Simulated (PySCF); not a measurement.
Estimate the missing entries of this data sheet.

Species: C₆H₁₂O.
SMILES with atom numbers: `[CH3:1][O:2][C@H:3]([CH3:4])[CH:5]1[CH2:6][CH2:7]1` (hydrogens: H8, H9, H10 on C1; H11 on C3; H12, H13, H14 on C4; H15 on C5; H16, H17 on C6; H18, H19 on C7)

Conformer (atom-mapped SMILES and torsion angles): `[CH3:1][O:2][C@H:3]([CH3:4])[CH:5]1[CH2:6][CH2:7]1`: C1–O2–C3–C4 -171°, O2–C3–C5–C6 -166°.

| property | level | value |
| --- | --- | --- |
| point group of the GFN2-xTB geometry | GFN2-xTB | C1 |
| rotational constants A, B, C of the GFN2-xTB geometry | GFN2-xTB | 3.558, 2.198, 1.476 GHz |
| dipole moment | PBE0/def2-SVPD | 1.29 D |
| HOMO energy | PBE0/def2-SVPD | -7.29 eV |
| LUMO energy | PBE0/def2-SVPD | ? |
| lowest singlet excitation | TDDFT PBE0/def2-SVPD | ? |
| strongest line among the 6 lowest singlet transitions | TDDFT PBE0/def2-SVPD | ? |
| lowest triplet excitation (Tamm–Dancoff) | TDA PBE0/def2-SVPD | 6.92 eV |
| static isotropic polarisability | PBE0/def2-SVPD | 75.3 au |
| electronic spatial extent ⟨r²⟩ about the centre of nuclear charge | PBE0/def2-SVPD | 877 bohr² |
| 13C chemical shifts (computed TMS as zero) by class | GIAO PBE0/pcSseg-1 | ? |
| 1H chemical shifts (computed TMS as zero) by class | GIAO PBE0/pcSseg-1 | 3.65 (H8/H9/H10), 2.34 (H11), 1.31 (H12/H13/H14), 0.65 (H18), 0.55 (H15), 0.37 (H17), 0.27 (H19), -0.24 (H16) ppm |
| isotropic shieldings of nuclei other than C and H, by class | GIAO PBE0/pcSseg-1 | ? |

The electronic properties come from PySCF, for the isolated species, density fitting. One conformer (not necessarily the lowest) at the GFN2-xTB geometry, without solvent or vibrations. NMR classes are plain means over equivalent atoms (diastereotopic ones count apart unless rotation or inversion swaps them), as if these changed places fast; in this geometry the members of some classes differ.

**Question.** Give the strongest line among the 6 lowest singlet transitions.

**Answer.** S3 at 7.48 eV (166 nm, f = 0.021).

**Question.** Give the 13C chemical shifts (computed TMS as zero) by class.

**Answer.** 86.9 (C3), 59.0 (C1), 24.5 (C4), 17.8 (C5), 9.4 (C7), 0.8 (C6) ppm.

**Question.** Give the lowest singlet excitation.

**Answer.** 7.06 eV (176 nm, f = 0.018).

**Question.** The isotropic shieldings of nuclei other than C and H, by class?

**Answer.** 278 (O2) ppm.

**Question.** The LUMO energy?

**Answer.** 0.90 eV.

The vertical singlet–triplet gap S1 − T1 is 0.14 eV (TDDFT singlet less Tamm–Dancoff triplet; S1: HOMO→LUMO, weight 0.90; T1: HOMO→LUMO, weight 0.85). The largest Löwdin shares of the HOMO are 0.54 on O2, 0.09 on C1, 0.07 on C3 and 0.07 on C5. The dipole equals about 4.3 × 10⁻³⁰ C·m (1 D = 3.33564 × 10⁻³⁰ C·m). The principal polarisabilities are 65.1, 79.2 and 81.6 au; their mean is the isotropic value. The rotational constants make it an asymmetric top with κ = (2B − A − C)/(A − C) = -0.31, nearer the prolate limit (−1).
